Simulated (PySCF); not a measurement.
# Polarisability and C₆ of Sc³⁺ (scandium, charge +3)

[Ar], closed-shell 1S. All numbers are calculated (PySCF 2.14, scalar relativity by spin-free X2C-1e, in x2c-QZVPPall with one added diffuse shell each of s, p, d, f, g type (12s8p6d4f3g, 121 functions)). Coupled (time-dependent) response in atomic units; α is the mean over directions.

| method | mean α (bohr³) | C₆ (like pair) | S(−4) |
| --- | --- | --- | --- |
| UHF | 2.111 | 5.473 | 0.8336 |
| PBE | 2.135 | 5.561 | 0.8571 |
| PBE0 | 2.123 | 5.517 | 0.8452 |

S(−4) is the Cauchy moment in α(ω) = α(0) + S(−4) ω² + …

α(iu) at PBE:

```
u (hartree)  α(iu) (bohr³)
          0          2.135
     0.0500          2.133
      0.100          2.127
      0.200          2.102
      0.300          2.061
      0.500          1.941
      0.750          1.745
       1.00          1.531
       1.50          1.140
       2.00         0.8474
       3.00         0.4987
       5.00         0.2255
```

A single London oscillator, α(iu) = α/(1 + u²/ω²), gives C₆ = (3/4) ω α². Matching the computed C₆ needs ω = 4 × 5.561 / (3 × 2.135²) = 1.63 hartree.

For an ion, C₆ is the dispersion term alone; charge-induced terms of lower order in 1/R come first.
